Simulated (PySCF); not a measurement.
PySCF input (TPSSh/def2-TZVPD):

```python
from pyscf import gto, scf, dft

mol = gto.M(
    atom='''
    Si    0.21033708   -0.33409986   -0.80742728
    Br   -0.31526257    0.50212832    1.21108879
    O     0.72383228    1.12944586   -1.30732407
    O    -1.05474990   -0.99134962   -1.57396690
    O     1.29768143   -1.53111305   -0.73780686
    H    -1.80379228   -0.42183211   -1.76997618
    H     2.15915273   -1.33112658   -0.36136704
    ''',
    basis='def2-tzvpd',
    charge=0,
    spin=1,
    verbose=4,
)

mf = dft.UKS(mol, xc='tpssh').density_fit(auxbasis='def2-universal-jkfit')
mf.grids.level = 3
mf.conv_tol = 1e-9
mf.max_cycle = 100
mf.max_memory = 1500
mf.kernel()
if not mf.converged:
    mf = mf.newton()
    mf.kernel(mf.make_rdm1())
for _ in range(2):
    mo, _, stable, _ = mf.stability(return_status=True)
    if stable:
        break
    mf.kernel(mf.make_rdm1(mo, mf.mo_occ))
mf.analyze()
```

End of the output:

```
Extra cycle  E= -3090.685916105  delta_E= 1.42e-10  |g|= 2.82e-05  |ddm|= 4.1e-05
converged SCF energy = -3090.685916105  <S^2> = 0.75523297  2S+1 = 2.0052261
uhf_internal: lowest eigs of H = [0.03794772 0.14750309 0.15898856]
<class 'pyscf.df.df_jk.DFUKS'> wavefunction is stable in the internal stability analysis
**** SCF Summaries ****
Total Energy =                       -3090.685916105003344
Nuclear Repulsion Energy =             438.461739114474653
One-electron Energy =                -5169.610882595304247
Two-electron Energy =                 1640.463227375826136
Two-electron Coulomb Energy =         1779.293433076598603
DFT Exchange-Correlation Energy =     -138.830205700772495
HOMO-LUMO gap [eV] =                     2.427732572427589
**** MO energy ****
                             alpha | beta                alpha | beta
MO #1   energy= -482.579174065495  | -482.578551324422  occ= 1 | 1
MO #2   energy= -66.0630227740928  | -66.0632101986104  occ= 1 | 1
MO #3   energy= -62.2926279839041  | -62.2923941209405  occ= 1 | 1
MO #4   energy= -56.0783585134827  | -56.0776237431618  occ= 1 | 1
MO #5   energy= -56.0766652235617  | -56.0759535263369  occ= 1 | 1
MO #6   energy= -56.0757335757009  | -56.0755158694532  occ= 1 | 1
MO #7   energy= -19.1068432809802  | -19.0889441948997  occ= 1 | 1
MO #8   energy= -19.0890851377954  | -19.0889377838268  occ= 1 | 1
MO #9   energy= -19.0890787469175  | -19.0851634266205  occ= 1 | 1
MO #10  energy= -8.63918101782707  | -8.63829545781675  occ= 1 | 1
MO #11  energy= -6.4577308406436   | -6.45633969997671  occ= 1 | 1
MO #12  energy= -6.45253654773343  | -6.45119288568848  occ= 1 | 1
MO #13  energy= -6.44991677850196  | -6.44950690497866  occ= 1 | 1
MO #14  energy= -5.28588005143694  | -5.28607232034395  occ= 1 | 1
MO #15  energy= -3.63568942911541  | -3.63595281911058  occ= 1 | 1
MO #16  energy= -3.63261581910558  | -3.63288424973824  occ= 1 | 1
MO #17  energy= -3.63237001428591  | -3.63255886999481  occ= 1 | 1
MO #18  energy= -2.5820003019972   | -2.5805848478626   occ= 1 | 1
MO #19  energy= -2.58097151947838  | -2.57940159271878  occ= 1 | 1
MO #20  energy= -2.5789740402616   | -2.57805730615087  occ= 1 | 1
MO #21  energy= -2.57493400280536  | -2.57402799239741  occ= 1 | 1
MO #22  energy= -2.5747676739592   | -2.57394802435431  occ= 1 | 1
MO #23  energy= -1.03283035563493  | -1.03104762037666  occ= 1 | 1
MO #24  energy= -1.00918266432243  | -1.00887195782439  occ= 1 | 1
MO #25  energy= -0.972598586579879 | -0.918866182415634 occ= 1 | 1
MO #26  energy= -0.77545089149173  | -0.766005631196279 occ= 1 | 1
MO #27  energy= -0.588299225576399 | -0.587429186404677 occ= 1 | 1
MO #28  energy= -0.507139503459328 | -0.506998716115461 occ= 1 | 1
MO #29  energy= -0.464837885101818 | -0.452338415395204 occ= 1 | 1
MO #30  energy= -0.419616119739471 | -0.401954810554219 occ= 1 | 1
MO #31  energy= -0.400985388003315 | -0.398807879833019 occ= 1 | 1
MO #32  energy= -0.392699968535497 | -0.367661070334801 occ= 1 | 1
MO #33  energy= -0.360332737001246 | -0.349156961267678 occ= 1 | 1
MO #34  energy= -0.351150437333555 | -0.335488207955896 occ= 1 | 1
MO #35  energy= -0.338009869474166 | -0.318963806327405 occ= 1 | 1
MO #36  energy= -0.328849809758713 | -0.313552616943745 occ= 1 | 1
MO #37  energy= -0.306481488644134 | -0.296273768860846 occ= 1 | 1
MO #38  energy= -0.303402383070497 | -0.20705624165943  occ= 1 | 0
MO #39  energy= -0.0312914135726676 | -0.0298928634688046 occ= 0 | 0
MO #40  energy= 0.00267170709641572 | 0.00302994733961462 occ= 0 | 0
MO #41  energy= 0.0119894777670139 | 0.014498662956975  occ= 0 | 0
MO #42  energy= 0.0297314594059023 | 0.0318228612344051 occ= 0 | 0
MO #43  energy= 0.0350062777081582 | 0.0361970961068053 occ= 0 | 0
MO #44  energy= 0.044595982198947  | 0.0451477500328519 occ= 0 | 0
MO #45  energy= 0.0517627705909721 | 0.0547850810121809 occ= 0 | 0
MO #46  energy= 0.0633338763540396 | 0.0644931041360613 occ= 0 | 0
MO #47  energy= 0.068330950848437  | 0.0692717624480504 occ= 0 | 0
MO #48  energy= 0.0740312452133945 | 0.0748391497409834 occ= 0 | 0
MO #49  energy= 0.0796800192680442 | 0.0798065773255109 occ= 0 | 0
MO #50  energy= 0.0868733334680238 | 0.0913560197952274 occ= 0 | 0
MO #51  energy= 0.0932712625434457 | 0.0968344344835599 occ= 0 | 0
MO #52  energy= 0.106919311422662  | 0.107346635256734  occ= 0 | 0
MO #53  energy= 0.10946551295366   | 0.111355987473963  occ= 0 | 0
MO #54  energy= 0.121621914694877  | 0.125564205543764  occ= 0 | 0
MO #55  energy= 0.129704395900338  | 0.13180409146929   occ= 0 | 0
MO #56  energy= 0.131334929175284  | 0.132450573190897  occ= 0 | 0
MO #57  energy= 0.138112165690299  | 0.138364232756066  occ= 0 | 0
MO #58  energy= 0.151718863719855  | 0.153040976883564  occ= 0 | 0
MO #59  energy= 0.171535973125544  | 0.173804965078924  occ= 0 | 0
MO #60  energy= 0.183184461709347  | 0.183985462411588  occ= 0 | 0
MO #61  energy= 0.192557961684831  | 0.193602143595816  occ= 0 | 0
MO #62  energy= 0.193874967783617  | 0.197291593245742  occ= 0 | 0
MO #63  energy= 0.196325956233224  | 0.199665870692966  occ= 0 | 0
MO #64  energy= 0.210623425114084  | 0.213095493591269  occ= 0 | 0
MO #65  energy= 0.221171900461926  | 0.222655362327274  occ= 0 | 0
MO #66  energy= 0.222288123235007  | 0.222935989810344  occ= 0 | 0
MO #67  energy= 0.237963371028028  | 0.238506635016032  occ= 0 | 0
MO #68  energy= 0.242593979517669  | 0.247457363189565  occ= 0 | 0
MO #69  energy= 0.247255394606798  | 0.247495582511212  occ= 0 | 0
MO #70  energy= 0.249977966410624  | 0.253267915643883  occ= 0 | 0
MO #71  energy= 0.261339869227826  | 0.262148180466699  occ= 0 | 0
MO #72  energy= 0.283050753754782  | 0.283542629724842  occ= 0 | 0
MO #73  energy= 0.285683617194752  | 0.286377584079874  occ= 0 | 0
MO #74  energy= 0.300812382416587  | 0.301318572968512  occ= 0 | 0
MO #75  energy= 0.304489117123806  | 0.304933548048409  occ= 0 | 0
MO #76  energy= 0.310216599207427  | 0.311900092807512  occ= 0 | 0
MO #77  energy= 0.332048877990525  | 0.332388430834349  occ= 0 | 0
MO #78  energy= 0.338144315051474  | 0.339360374112072  occ= 0 | 0
MO #79  energy= 0.35872485343776   | 0.359126760126833  occ= 0 | 0
MO #80  energy= 0.372394424056174  | 0.37828733443      occ= 0 | 0
MO #81  energy= 0.399307506805719  | 0.40424797371331   occ= 0 | 0
MO #82  energy= 0.403946525106485  | 0.405273653575149  occ= 0 | 0
MO #83  energy= 0.40445649308899   | 0.407764944951838  occ= 0 | 0
MO #84  energy= 0.414999517751869  | 0.416624523437912  occ= 0 | 0
MO #85  energy= 0.419309081795283  | 0.422378919489264  occ= 0 | 0
MO #86  energy= 0.436250104747859  | 0.437096219272344  occ= 0 | 0
MO #87  energy= 0.462992700309146  | 0.464267379076063  occ= 0 | 0
MO #88  energy= 0.466336561599282  | 0.469862762669692  occ= 0 | 0
MO #89  energy= 0.48271674094805   | 0.483572949839524  occ= 0 | 0
MO #90  energy= 0.493274093396882  | 0.499766201271675  occ= 0 | 0
MO #91  energy= 0.514207432791871  | 0.516568393464239  occ= 0 | 0
MO #92  energy= 0.515980315667021  | 0.520432645234712  occ= 0 | 0
MO #93  energy= 0.51892736436521   | 0.52311190491651   occ= 0 | 0
MO #94  energy= 0.519555581106548  | 0.526189990432679  occ= 0 | 0
MO #95  energy= 0.544732938416075  | 0.553998723219178  occ= 0 | 0
MO #96  energy= 0.562975120459659  | 0.563701803609038  occ= 0 | 0
MO #97  energy= 0.569842760252675  | 0.570367566699025  occ= 0 | 0
MO #98  energy= 0.572949299515235  | 0.574339720153913  occ= 0 | 0
MO #99  energy= 0.584515022535925  | 0.589871228468295  occ= 0 | 0
MO #100 energy= 0.597373818987219  | 0.597541076311942  occ= 0 | 0
MO #101 energy= 0.623979778876542  | 0.625090248078006  occ= 0 | 0
MO #102 energy= 0.624681395237032  | 0.628728638130955  occ= 0 | 0
MO #103 energy= 0.634190735426102  | 0.634932951886475  occ= 0 | 0
MO #104 energy= 0.640830453746947  | 0.6437272048803    occ= 0 | 0
[...]
```

It need not be the lowest isomer of its formula.
